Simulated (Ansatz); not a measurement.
Molecule: PtH, net charge 0, doublet state. The spin state was set by rule; other spins were not relaxed. 
Structure (B3LYP-D3(BJ)/def2-TZVP (Ansatz, an electronic-structure program) minimum search):
SMILES: [PtH]
```xyz
2

Pt     0.0000     0.0000    -0.0194
H      0.0000     0.0000     1.5122
```
Charge 0, spin multiplicity 2.

Dipole moments at this geometry, in debye (magnitudes).

```
level               program  dipole (D)
------------------  -------  ----------
SVWN5/def2-TZVPD     Ansatz        0.85
BLYP/def2-TZVPD      Ansatz        0.99
r2SCAN/def2-TZVPD    Ansatz        1.14
B97M-V/def2-TZVPD    Ansatz        1.30
B3LYP/def2-TZVPD     Ansatz        1.21
r2SCANh/def2-TZVPD   Ansatz        1.23
r2SCAN0/def2-TZVPD   Ansatz        1.39
HSE06/def2-TZVPD     Ansatz         ___
LC-wPBE/def2-TZVPD   Ansatz        1.68
CCSD(T)/def2-SVPD    Ansatz         ___
```

Q: Complete the blanks.

A: 
- HSE06/def2-TZVPD, dipole (D): 1.27
- CCSD(T)/def2-SVPD, dipole (D): 1.31
